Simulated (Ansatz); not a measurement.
One elementary step

Start structure (GeH2Cl2O, singlet), relaxed at PBE0-D4/def2-TZVP:

Ge1  (1.387, -0.191, 0.952)
O2  (-0.134, -0.156, 0.005)
H3  (-0.656, 1.184, -1.133)
Cl4  (-0.925, 2.190, -1.911)
Cl5  (1.047, -2.115, 1.960)
H6  (-0.719, -0.912, 0.127)
(Å)

The step: GeHClO ([OH][Ge][Cl]) + HCl → GeH₂Cl₂O ([OH2][Ge]([Cl])[Cl]); bonds formed: Ge1–Cl4, O2–H3; bonds broken: H3–Cl4; bonds weakened to dative contacts: Ge1–O2. Ansatz 0.2.0; basis: def2-TZVPP and def2-QZVPP; cores frozen in the correlated methods. Filled d shells of the heavier atoms are correlated. The def2 sets are not built for correlating such inner shells, so the correlated values are less sure here. Extrapolation: Hartree–Fock as exp(−7.88 √X), correlation as X^−2.97. Energies below are by CCSD(T) at an estimated basis limit (MP2 extrapolated from triple and quadruple zeta, plus CCSD(T) − MP2 in triple zeta).

What are the electronic barrier and the energy of the step, from the start structure to the end structure? (Judge from chemistry; the value comes from the calculation.)

By the calculation: Barrier 0.249 eV; step energy -0.656 eV (downhill); reverse barrier, their difference, 0.905 eV. Barrier and step energy count from the start structure, the reverse barrier from the end structure.

The saddle point: One imaginary mode of 330i cm⁻¹.
```csv
pair,start (Å),saddle (Å),end (Å)
Ge1–Cl4,4.38,2.76,2.24
O2–H3,1.83,1.46,0.97
Ge1–O2,1.79,1.88,2.22
H3–Cl4,1.30,1.40,2.58
```

Zero-point energy (harmonic, PBE0-D4): ZPE is 0.640 eV at the start and 0.613 eV at the saddle, so the barrier goes from 0.249 to 0.222 eV.

No T1 diagnostic of these runs exceeds 0.014.

Labels in which every atom is bracketed show which atoms are joined, not bond orders.

For scale, one of the runs: CCSD(T)/def2-TZVPP, 191 basis functions, launched by `ansatz run in.yaml --threads 4 --pin off --events-out ev --progress --plain --max-ram 9574MiB`. Hardware: 4 CPU threads of an Intel Xeon Platinum 8259CL, shared host. Wall time 45 s; peak host memory 2.1 GiB.
